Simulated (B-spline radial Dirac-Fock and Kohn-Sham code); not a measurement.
Run log: Sr

ΔSCF core binding energies without Breit or QED terms, calculated with a radial finite-basis atomic code. Keys: rel is the Hamiltonian (dirac, or spin-free x2c and nr, where L3 and M5 stand for the whole 2p and 3d shells), method is hf or an exchange,correlation pair (spin-unpolarised, also for the hole states), nuc the nuclear model, radius_factor scales its radius, rmax is the box in bohr, h the logarithmic mesh step, order the B-spline order, points the quadrature points per cell, c_factor scales the speed of light, and damp, ndamp, maxit and tol steer the iteration. The run stops when the commutator error falls below 10·tol·max(1, Z/10), or the numerical noise floor, and the energy has settled to about 1e-8 Ha; the virial ratio is −V/T.

Input (task.json):

```json
{"items": [{"Z": 38, "q": 0, "cfg": [[1, 0, 2], [2, 0, 2], [2, 1, 6], [3, 0, 2], [3, 1, 6], [3, 2, 10], [4, 0, 2], [4, 1, 6], [5, 0, 2]], "A": 88, "rrms": 4.224, "do": "settings", "holes": ["K", "L3", "M5"],
  "settings": [{"rel": "dirac", "method": "hf", "nuc": "fermi", "radius_factor": 1.0, "rmax": 45.0, "h": 0.3, "order": 8, "points": 10, "c_factor": 1.0, "maxit": 62, "damp": 0.97, "ndamp": 100, "tol": 1e-08}]}]}
```

Command: `python xray2_run.py task.json out`

Ground-state iterations:

```
iter   energy (Ha)        error
   1    -3177.45847803  1.37e+00
   2    -3177.97315043  1.16e-01
   3    -3177.98264841  1.11e-01
   4    -3177.99130877  1.06e-01
   5    -3177.99920504  1.01e-01
   6    -3178.00640432  9.61e-02
   7    -3178.01296788  9.16e-02
   8    -3178.01895165  8.73e-02
   9    -3178.02440667  8.33e-02
  10    -3178.02937952  7.94e-02
  11    -3178.03391270  7.57e-02
  12    -3178.03804501  7.21e-02
  13    -3178.04181182  6.88e-02
  14    -3178.04524541  6.55e-02
  15    -3178.04837523  6.25e-02
  23    -3178.06525294  4.25e-02
  31    -3178.07330309  2.89e-02
  39    -3178.07715377  1.97e-02
  47    -3178.07900593  1.33e-02
  55    -3178.07990480  9.10e-03
  62    -3178.08030692  7.04e-03
```

The ground state had not converged after 62 iterations, with total energy -3178.08031 Ha, virial ratio 1.97010 and highest orbital energy -4.95 eV. ΔSCF binding energies: K (1s) 16152.4 eV, L3 (2p3/2) 1952.0 eV, M5 (3d5/2) 141.3 eV (not all states converged, so these are not final).

Q: One setting is unsound. Which, and why?

A: damp is so close to 1 that the orbitals hardly move in each step. With the default settings (Dirac Hartree-Fock): The ground state converged in 10 iterations, with total energy -3178.08083 Ha, virial ratio 1.97048 and highest orbital energy -4.93 eV. ΔSCF binding energies: K (1s) 16152.2 eV, L3 (2p3/2) 1951.9 eV, M5 (3d5/2) 141.2 eV.
